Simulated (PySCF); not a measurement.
## PbCl2: fields on a plane

Method: PySCF, PBE, basis Pb def2-TZVP with ECP60, Cl def2-TZVP (scalar-relativistic core potentials, no spin–orbit coupling, density fitting).

The singlet minimum has Pb–Cl 2.482 Å (×2); Cl–Pb–Cl 100.5°.

The plane holds Pb1 at (0.00, 0.00), Cl2 at (2.48, 0.00), Cl3 at (-0.45, 2.44) Å. Columns run from x = -2.55 to 4.65 Å, rows from y = 4.65 (top) to -1.95 Å, in steps of 0.3 Å. Other isomers or separated fragments may lie lower. Core electrons replaced by a potential are absent, the electrostatic potential uses the reduced nuclear charge, and values within about 0.7 Å of such atoms have no physical meaning.

Give the electron density (e/Å³) (cut at 5 e/Å³). Lower edges of the bins (e/Å³): '_' 0.000, '.' 0.030, ':' 0.076, '-' 0.151, '=' 0.268, '+' 0.455, '*' 0.750, '#' 1.218, '%' 1.960, '@' 3.136; top 5.00, each point printed twice.


```
__________________________________________________
__________________________________________________
____________......________________________________
________..::::::::::..____________________________
______..::--==++==--::..__________________________
____..::==++**##**++==::..________________________
____..--++##%%@@%%##++--..________________________
____..--**##@@@@@@##**--..________________________
____::--++##@@@@@@##++--::________________________
____..--++**##%%##**++--..________________________
____..::==++******++==::....__........____________
______..::====++++==--::......::::::::....________
______..::--==++++++==--::::--========--::..______
______..::--++##%%%%##++----==++**##**++--..______
______..::==##@@@@@@@@##====++##%%%%##**==::..____
______..--++%%@@%%%%@@%%++++**%%@@@@@@##++--..____
______..--++%%@@%%%%@@%%++++**%%@@@@@@##++--..____
______..--==##@@@@@@@@##====++##%%%%##**==::..____
______..::--++##%%%%##++----==****##**++--..______
________..::--==++++==--::::--========--::..______
________....::------::::......::::::::....________
____________............______........____________
__________________________________________________
```

Give the highest occupied orbital (Å^-3/2) at -7.04 eV (cut at ±0.3; overall sign arbitrary). Lower edges of the bins (Å^-3/2): '_' -0.300, '.' -0.240, ':' -0.180, '-' -0.120, '=' -0.060, '+' 0.000, '*' 0.060, '#' 0.120, '%' 0.180, '@' 0.240; top 0.30, each point printed twice.


```
++++++++++++++++++++++++++++++++++++++++++++++====
++++++++++++++++++++++++++++++++++++++++++++++++++
++++++++++++**********++++++++++++++++++++++++++++
==++++++++****######****++++++++++++++++++++++++++
======++++**##@@@@%%##****++++++++++++++++++++++++
========++**%%@@@@@@%%##**++++++++++++++++++++++++
============##@@@@@@@@##**++++++++++++++++++++++++
====----::..==__##@@@@##**++++++++++++++++++++++++
====--::______@@++####****++++++++++++++++++++++++
====--::________..==++++++++++++++++++++++++++++++
====--::..______..--==++++++++++********++++++++++
======--::......::--==++++++++****####******++++++
==========------========++++++**##%%%%%%##**++++++
======++++++++++++++++========**%%@@@@@@%%##**++++
++++++++****####**++++++==----==##@@@@@@@@##**++++
++++++****##%%**====++++==::..__++__@@@@@@##**++++
++++++**######::::==##**==::____++@@##@@%%****++++
++++++**######++..++##**==::________--******++++++
++++++****############**==::________::==++++++++++
++++++****############**==--::......--====++++++++
++++++++******######**++====--::::----======++++++
++++++++++**********++++++====------==========++++
++++++++++++++++++++++++++======================++
```

No spin–orbit coupling is included, which matters more the heavier the element.
